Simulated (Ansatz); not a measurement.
Species: C₂H₅Ge, charge 0, doublet. C2H5Ge (SMILES [H]/[C]=[CH]\[GeH3], doublet).
B3LYP-D3(BJ)/def2-TZVP minimum from Ansatz (a quantum-chemistry and plane-wave program):
```
C
C 1 1.2979
H 2 1.0801 1 137.73
H 1 1.0890 2 121.57 3 -180.00
Ge 1 1.9737 4 116.56 2 -180.00
H 5 1.5364 1 108.50 4 180.00
H 5 1.5403 6 110.02 1 -120.09
H 5 1.5403 6 110.02 7 -119.82
```
Charge 0, spin multiplicity 2.

Total energies in cc-pVDZ, 17 correlated electrons, 16 frozen orbitals. UHF or UKS for unpaired electrons; spin-orbit terms are left out. Cores are frozen in correlated methods (noble-gas shells, and filled d and f shells in the p block). No relativity. The UHF reference of C2H5Ge ([H]/[C]=[CH]\[GeH3], doublet) is spin-contaminated (<S^2> up to 0.17 over the pure value in the sets run).

```csv
method,program,energy (Eh),minus CCSDT(Q) (mEh)
HF,Ansatz,-2153.89128,397.91
MP2,Ansatz,-2154.21937,69.82
CCSD,Ansatz,-2154.27396,15.23
CCSD(T),Ansatz,-2154.28665,2.54
CCSDT(Q),Ansatz,-2154.28919,0.00
```

Rough core times of Ansatz's runs on a shared machine: CCSD(T) under 20 s, CCSDT(Q) 5 min.
